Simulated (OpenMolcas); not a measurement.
Lines of Kr4+: computed and rescaled rates

- Program: OpenMolcas 26.06
- Method: MS-RASPT2, IPEA 0.25 Eh, imaginary shift 0.1 Eh (closed shells correlated: 3d)
- Basis: ANO-RCC [9s8p6d4f2g]
- Scalar Hamiltonian: DKH2, point nucleus
- Active space: 4 electrons in 9 orbitals (RAS2 4s 4p; RAS3 4d, at most 2 electrons)
- State averaging: 2S+1 = 3 even, 6 roots; 2S+1 = 1 even, 12 roots; 2S+1 = 5 odd, 1 root; 2S+1 = 3 odd, 9 roots; 2S+1 = 1 odd, 8 roots
- Spin-orbit coupling: state interaction with AMFI integrals over the reference wave functions, term energies averaged over their components

Rates come from the transition moments of the reference wave functions (E1 and E2 in the length form). At fixed line strength A goes as λ^-3 for E1 and M1 and as λ^-5 for E2, so a rate at the computed wavelength can be rescaled to the measured one. Measured vacuum wavelengths follow from level energies in Saloman, J. Phys. Chem. Ref. Data 36, 215 (2007). Branching counts decays inside the model space alone, at computed energies, and the table is only a selection of the E2 and M1 lines, drawn from those between levels with measured partners whose computed energy lies within a factor of 1.5 of the measured one.

```csv
Upper,Lower,Type,λ computed (nm),λ measured (nm),A computed (s-1),A rescaled (s-1),Branching %
4s² 4p² ¹S₀,4s² 4p² ³P₁,M1,280.6,282,6.60e+01,,91.8
4s² 4p² ¹D₂,4s² 4p² ³P₂,M1,814,824.6,4.90e+00,,56.2
4s² 4p² ¹S₀,4s² 4p² ¹D₂,E2,505.8,513.3,4.24e+00,3.94e+00,5.9
4s² 4p² ¹D₂,4s² 4p² ³P₁,M1,630.5,625.8,3.78e+00,,43.4
4s² 4p² ¹S₀,4s² 4p² ³P₂,E2,312,316.4,1.68e+00,,2.3
4s² 4p² ³P₁,4s² 4p² ³P₀,M1,3060,2672,6.14e-01,9.22e-01,100.0
4s² 4p² ³P₂,4s² 4p² ³P₁,M1,2796,2596,5.76e-01,7.20e-01,99.8
```

Spin-changing lines and M1 lines between different terms are not rescaled, since their strength hangs on the term gaps too.

The largest correction is for 4s² 4p² ³P₁ → 4s² 4p² ³P₀ (M1): 6.14e-01 × (3060 / 2672)^3 = 9.22e-01 s-1, a factor of 1.50.

No measured rate stands beside these. Rescaling mends the energy factor alone: line strengths can still be far off where a level mixes with configurations outside the active space, and weak or spin-changing lines hang on small mixing coefficients that depend on the term gaps too, so rescaling need not improve them.

Term energies are means over components that CASPT2 splits; among the terms shown or strongly mixed into the levels shown the widest spread is 27 cm-1 (4s² 4p² ¹D). Active for correlation alone: 4d; no level in the range computed is led by a configuration that fills it, so any true level of that kind is missing. Computed and measured levels are paired by configuration, term and J; levels that our copy of the source lacks, or whose pairing is in doubt (as where it misses far off the trend of its configuration), stay unpaired. Only configurations of the active space appear.
